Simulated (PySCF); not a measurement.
Cl3FTi, SMILES [F][Ti]([Cl])([Cl])[Cl], multiplicity 1. Coordinates come from a PBE-D3(BJ)/def2-SVP optimisation. The multiplicity is an assumed one; other spin states were not compared.

Method: PBE-D3(BJ)/def2-SVP run with PySCF.

Harmonic wavenumbers (cm⁻¹): 118, 118, 137, 175, 175, 395, 496, 496, 789. Rotational constants (GHz): 1.551, 1.551, 1.122; symmetry number 3.

**Question.** Work out the zero-point energy and the ideal-gas rigid-rotor harmonic-oscillator thermochemistry at 298.15 K and 1 atm.

**Answer.** ZPE = ½ Σ hcν = ½ × 2898 cm⁻¹ = 17.33 kJ/mol. H − E(el) = 38.07 kJ/mol. Entropy in J/(mol K): translation 173.03, rotation 112.90, vibration 68.68, total 354.61. G − E(el) = -67.66 kJ/mol. Cp = 92.68 J/(mol K). Modes under 150 cm⁻¹ make the vibrational entropy uncertain.
